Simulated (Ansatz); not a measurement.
```yaml
crystal:
  periodic: [false, false, false]
  atoms:
    - {symbol: Al, position_ang: [1.531075, -0.902149, -0.678351]}
    - {symbol: Al, position_ang: [-1.531002, 0.902275, 0.678363]}
    - {symbol: N, position_ang: [0.371658, 0.357988, 0.362703]}
    - {symbol: N, position_ang: [-0.371741, -0.358115, -0.362715]}
basis:
  gaussian: {orbitals: def2-SVP}
total_charge: -1
magnetization: {spin_polarized: true, initial_magnetization: 1}
hamiltonian: {xc: {name: BHLYP}, dispersion: d3bjatm}
scf: {omitted_lower_state_checks: [starts]}
```

```sh
$ ansatz run in.yaml --threads 4 --pin off --events-out ev --progress --plain --max-ram 3916MiB
```

It prints (some lines left out):

```
Functional definition: BHLYP
600 factors; integrals over basis functions are off by at most 1.0e-3 eV
mean field evaluation 1: about -16161.6253 eV, gradient 1.7e1 eV
mean field evaluation 2: about -16156.4703 eV, gradient 3.7e1 eV
mean field evaluation 4: about -16163.5369 eV, gradient 1.4e0 eV
mean field evaluation 8: about -16163.8025 eV, gradient 3.9e-2 eV
mean field evaluation 16: about -16163.8026 eV, gradient 1.7e-4 eV
mean field -16163.80260849 eV, -594.0087896432 hartree, gradient 5.2e-6 eV, S^2 0.755702; 0 other end points of the search recorded, 0 dependent functions left out
reference -16163.80275035 eV, -594.0087948563 hartree; 21, 20 occupied and 43, 44 virtual orbitals, 600 factors
Total energy: -16163.98779455 eV, -594.0155951053 hartree
Checks for a lower state left out: starts
```

Hardware: 4 threads of INTEL XEON PLATINUM 8581C on a shared host. Wall time 0.85 s.

The highest occupied level of an anion often lies above zero with these methods, and sets without diffuse functions describe the outer electron poorly.
